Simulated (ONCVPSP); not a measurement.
**Before and after: ONCV potential for bismuth (Bi)**

- Element: Bi
- Generator: ONCVPSP 4.0.1
- Type: optimised norm-conserving Vanderbilt (ONCV)
- Functional: PBE
- Relativity: scalar-relativistic
- Frozen core: [Xe] 4f14
- Valence charge: 15
- Reference configuration: 5d10 6s2 6p3
- Partial waves: 6s: rc 2.00 bohr, ncon 4, nbas 8, qcut 3.4 1/bohr, 2 projectors, debl 2.4 Ha; 6p: rc 2.25 bohr, ncon 4, nbas 9, qcut 3.6 1/bohr, 2 projectors, debl 0.7 Ha; 5d: rc 1.60 bohr, ncon 5, nbas 9, qcut 10.1 1/bohr, 2 projectors, debl 1.9 Ha; f scattering state at 0.06 Ha: rc 2.10 bohr, ncon 4, nbas 8, qcut 4.7 1/bohr, 1 projector
- Local potential: polynomial inside 1.05 bohr (lpopt 5, dvloc0 0 Ha)
- Core correction: Teter function, fcfact 3, rcfact 1.65

All-electron outer shells of the reference configuration (PBE, scalar-relativistic, ld1.x):

```tsv
shell	level (eV)	outermost node (bohr)	outermost maximum (bohr)
4f	-152.59	–	0.34
5p	-95.86	0.48	0.86
5d	-27.08	0.51	1.03
6s	-14.48	0.98	1.88
6p	-4.57	1.14	2.44
```

Change: p: debl 5.45.

Cutoffs: the cutoffs (Ha) at which the residual kinetic energy of the hardest occupied pseudo-wave falls to 1 and 0.1 mHa per electron; they do not see the model core or the augmentation charge, which bear on the density cutoff. Errors are all-electron minus pseudo energies relative to the spin-unpolarised reference configuration.

Predict the effect on cutoff, ghosts and configuration errors.

The potential gets neither clearly harder nor softer (27 Ha and 38 Ha → 27 Ha and 38 Ha); both files keep a bound ghost (p, s); the errors of the 4 common tests hardly move; the range in which the p phases agree widens (upper end 2.7 → 3.8).

```csv
quantity,base,changed
"cutoff, loose",27 Ha,27 Ha
"cutoff, tight",38 Ha,38 Ha
bound ghosts,"s, p","s, p"
GHOST(+) flags under 300 eV,s at 120.9 eV,s at 120.9 eV
"error for 5d10 6s2 6p2, meV [ΔE 7.91 eV]",-5.7,-5.6
"error for 5d10 6s2 6p1, meV [ΔE 23.16 eV]",-27,-27
"error for 5d10 6s2 6p0, meV [ΔE 46.50 eV]",-88,-88
"error for 5d10 6s1 6p3, meV [ΔE 18.73 eV]",-16,-17
s: phases at 2.03 bohr within 0.05 rad from the reference energy up to (Ha; the scan ends near 5),3.5,3.5
p: phases at 2.28 bohr within 0.05 rad from the reference energy up to (Ha; the scan ends near 5),2.7,3.8
d: phases at 1.62 bohr within 0.05 rad from the reference energy up to (Ha; the scan ends near 5),to the end of the scan,to the end of the scan
f: phases at 2.13 bohr within 0.05 rad from the reference energy up to (Ha; the scan ends near 5),2.3,2.3
"rms error of d²Exc/dni dnj with the model core, mHa",0.55,0.55
```

 A true bound ghost makes a file unfit for plane-wave use even where its test errors are small: the radial tests pick states by their node count and pass the ghost by.
